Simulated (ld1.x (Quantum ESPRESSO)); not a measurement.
Before and after: TM potential for B

| Quantity | Value |
| --- | --- |
| Element | B |
| Generator | ld1.x (Quantum ESPRESSO) 7.5 |
| Type | norm-conserving Troullier–Martins (Kleinman–Bylander form) |
| Functional | PBEsol |
| Relativity | non-relativistic |
| Frozen core | [He] |
| Valence charge | 3 |
| Reference configuration | 2s2 2p1 |
| Partial waves | 2p (bound): rc 2.70 bohr; 3d channel at -0.1 Ry: rc 2.35 bohr; 2s (bound): rc 1.50 bohr |
| Local potential | the s channel |
| Core correction | a·sin(br)/r model core inside 1.00 bohr |

Change: core correction a·sin(br)/r model core inside 1.34 bohr.

Cutoffs: the cutoffs (Ry, on a coarse ladder) from which the occupation-weighted sum of valence levels, in a spherical-Bessel basis at the reference potential, stays within 10 and 1 mRy of its value at 400 Ry; they do not see the model core or the augmentation charge, which bear on the density cutoff. Errors are all-electron minus pseudo energies relative to the spin-unpolarised reference configuration.

Question: Predict the effect on cutoff, ghosts and configuration errors.

Answer: The potential gets neither clearly harder nor softer (18 Ry and 50 Ry → 18 Ry and 50 Ry); of the 7 tests that both files solve, the error grows in 1 and shrinks in 2 by more than 15 % and 0.3 meV (median size 27.8 → 23.3 meV); neither file shows a bound ghost. A wider model core is smoother and lowers the density cutoff, which this test does not measure.

| quantity | base | changed |
| --- | --- | --- |
| cutoff, loose | 18 Ry | 18 Ry |
| cutoff, tight | 50 Ry | 50 Ry |
| bound ghosts | none | none |
| error for 2s2 2p0, meV [ΔE 8.14 eV] | +49 | +53 |
| error for 2s1 2p0, meV [ΔE 33.40 eV] | +156 | +182 |
| error for 2s2 2p0.5, meV [ΔE 2.86 eV] | +6.6 | +7.1 |
| error for 2s1 2p1, meV [ΔE 14.26 eV] | -28 | -25 |
| error for 2s2 2p1.3, meV [ΔE -0.72 eV] | +0.5 | +0.6 |
| error for 2s1 2p2, meV [ΔE 5.81 eV] | -9.9 | -6.3 |
| error for 2s0 2p3, meV [ΔE 11.64 eV] | -40 | -23 |
| s: phases at 2.96 bohr within 0.05 rad from the reference energy up to (Ry; the scan ends near 5) | 1.4 | 1.4 |
| p: phases at 2.96 bohr within 0.05 rad from the reference energy up to (Ry; the scan ends near 5) | 1.1 | 1.1 |
| d: phases at 2.96 bohr within 0.05 rad from the reference energy up to (Ry; the scan ends near 5) | 4.2 | 4.2 |
